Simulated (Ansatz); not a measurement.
Reaction (hydrogenolysis of a C–O bond): `B[SiH2]COC` + H₂ → `B[SiH2]C` + CH₃OH

Isolated molecules relaxed with PBE0-D4/def2-TZVP in Ansatz; ΔE leaves out vibrations. CCSD(T)/CBS is the MP2 limit (def2-TZVPP, def2-QZVPP) plus CCSD(T) − MP2 in def2-TZVPP, frozen cores. This one scheme is used for every species. Functionals use def2-TZVPP. B3LYP here is the variant with VWN-RPA as its local correlation; programs differ in this. One conformer a species, not always the lowest.

```tsv
level	ΔE (kcal/mol)
PBE-D4	-25.5
PBE0-D4	-27.3
ωB97X-V	-26.3
PBE	-26.9
PBE0	-28.5
B3LYP	-28.1
MP2/def2-TZVPP	-27.3
CCSD/CBS(def2)	-28.5
```

What does CCSD(T)/CBS give? (An estimate is asked.)

Ansatz gave: -27.4 kcal/mol. The listed levels differ from it by 1.9, 0.1, 1.1, 0.5, -1.1, -0.7, 0.1, -1.1 kcal/mol.

Largest T1 diagnostic among the species: 0.011.

From PBE to PBE0 (25 % exact exchange), in def2-TZVPP and without D4, ΔE moves by −1.6 kcal/mol. The D4 term adds +2.1 kcal/mol with B3LYP and +1.2 kcal/mol with PBE0; it sums over pairs of atoms, weighted by their polarisabilities, and B3LYP, whose exchange is more repulsive, gets the larger term. In def2-TZVPP, CCSD(T) changes the Hartree–Fock value by +3.7 kcal/mol (the triples alone add +1.1 kcal/mol) and MP2 by +3.4 kcal/mol.
